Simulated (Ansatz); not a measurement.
Geometry optimisation, Ansatz 0.2.0, RHF/def2-SVP.

Input file:

```yaml
crystal:
  periodic: [false, false, false]
  atoms:
    - { symbol: Ta, position_ang: [0.0, 0.0, 0.0] }
    - { symbol: Cl, position_ang: [2.82, 0.0, 0.0] }
    - { symbol: Cl, position_ang: [0.0, 0.0, 2.47] }
    - { symbol: O, position_ang: [0.0, 0.0, -2.02] }
    - { symbol: H, position_ang: [-0.6343, -0.71, -2.3571] }
    - { symbol: Cl, position_ang: [-1.235, 2.139, 0.0] }
    - { symbol: Cl, position_ang: [-1.235, -2.139, 0.0] }
    - { symbol: S, position_ang: [0.8829, -2.249, 1.4151] }
    - { symbol: H, position_ang: [0.0982, -3.3559, 1.0702] }
    - { symbol: H, position_ang: [2.2296, -1.3319, 0.8381] }
basis:
  gaussian: { orbitals: def2-SVP }
hamiltonian:
  xc: hf
relax:
  f_tol: 0.15
  max_steps: 25
  restrain:
    - { distance: [0, 7], at: 3.7, k: 30.0 }
    - { distance: [9, 1], at: 2.57, k: 30.0 }
    - { distance: [0, 1], at: 2.47, k: 30.0 }
    - { distance: [9, 7], at: 1.4, k: 30.0 }
```

Command:

```bash
$ ansatz run input.yaml --threads 4 --pin off --max-ram 5120MiB --backend cpu --events-out ev --progress --plain --runs-dir out
```

Task: Where does it end, and by what steps?

Result: It converged. The restraints hold the end off the free minimum. After 18 steps the energy has fallen by 7.262 eV (the restraints' own energy left out); Cl7 moved furthest, 1.93 Å. Parted: Ta1–S8, Cl7–S8. Joined: S8–H10.

```json
{"step": "0", "energy less start (eV)": "0.0000", "largest force component (eV/Å)": "3.749", "accepted": "yes"}
{"step": "1", "energy less start (eV)": "-1.1364", "largest force component (eV/Å)": "3.167", "accepted": "yes"}
{"step": "2", "energy less start (eV)": "-2.6778", "largest force component (eV/Å)": "3.217", "accepted": "yes"}
{"step": "3", "energy less start (eV)": "-4.4353", "largest force component (eV/Å)": "2.803", "accepted": "yes"}
{"step": "4", "energy less start (eV)": "-6.0030", "largest force component (eV/Å)": "1.749", "accepted": "yes"}
{"step": "5", "energy less start (eV)": "-6.5338", "largest force component (eV/Å)": "1.397", "accepted": "yes"}
{"step": "6", "energy less start (eV)": "-6.7642", "largest force component (eV/Å)": "1.325", "accepted": "yes"}
{"step": "7", "energy less start (eV)": "-6.9165", "largest force component (eV/Å)": "1.315", "accepted": "yes"}
{"step": "8", "energy less start (eV)": "-7.0259", "largest force component (eV/Å)": "1.214", "accepted": "yes"}
{"step": "9", "energy less start (eV)": "-7.1099", "largest force component (eV/Å)": "1.141", "accepted": "yes"}
{"step": "10", "energy less start (eV)": "-7.1530", "largest force component (eV/Å)": "1.163", "accepted": "yes"}
{"step": "11", "energy less start (eV)": "-7.1925", "largest force component (eV/Å)": "0.969", "accepted": "yes"}
{"step": "12", "energy less start (eV)": "-7.2091", "largest force component (eV/Å)": "1.101", "accepted": "yes"}
{"step": "13", "energy less start (eV)": "-7.2413", "largest force component (eV/Å)": "0.913", "accepted": "yes"}
{"step": "14", "energy less start (eV)": "-7.2554", "largest force component (eV/Å)": "0.831", "accepted": "yes"}
{"step": "15", "energy less start (eV)": "-7.2179", "largest force component (eV/Å)": "1.275", "accepted": "no"}
{"step": "16", "energy less start (eV)": "-7.2554", "largest force component (eV/Å)": "0.835", "accepted": "yes"}
{"step": "17", "energy less start (eV)": "-7.2593", "largest force component (eV/Å)": "0.851", "accepted": "yes"}
{"step": "18", "energy less start (eV)": "-7.2625", "largest force component (eV/Å)": "0.868", "accepted": "yes"}
```

```xyz
10
Properties=species:S:1:pos:R:3
Ta -0.327 0.280 0.130
Cl 2.112 0.445 0.167
Cl -0.195 0.426 2.468
O -0.149 -0.651 -1.451
H -0.011 -1.381 -2.033
Cl -0.900 2.379 -0.531
Cl -2.436 -0.699 0.436
S 1.186 -2.927 1.173
H 1.477 -3.536 0.018
H 2.170 -1.982 1.039
```

Run time: 28 s on 4 threads of AMD EPYC 9R45 96-Core Processor (Zen 5) (shared host), peak memory 0.57 GiB.
